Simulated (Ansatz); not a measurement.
Reaction (redistribution): `C[Si]1(Cl)CS1` + `C#C[SiH](F)Cl` → `C[SiH]1CS1` + `C#C[Si](F)(Cl)Cl`

Computed with Ansatz on PBE0-D4/def2-TZVP structures; ΔE is electronic, products minus reactants. CCSD(T)/CBS adds triple-zeta CCSD(T) − MP2 to the extrapolated MP2 energy (def2 sets, frozen cores). DFT in def2-TZVPP. B3LYP here is the variant with VWN-RPA as its local correlation; programs differ in this.

```tsv
level	ΔE (kJ/mol)	difference from CCSD(T)/CBS
ωB97M-V	3.0	-0.9
PBE	3.2	-0.7
r2SCAN	2.4	-1.5
B3LYP	5.0	1.1
MP2/def2-TZVPP	4.2	0.3
SCS-MP2/def2-TZVPP	5.0	1.1
CCSD(T)/def2-TZVPP	3.8	-0.1
MP2/def2-QZVPP	4.2	0.3
MP2/CBS(def2)	4.2	0.3
CCSD/CBS(def2)	4.1	0.2
CCSD(T)/CBS	3.9	0
```

Largest T1 diagnostic among the species: 0.012.
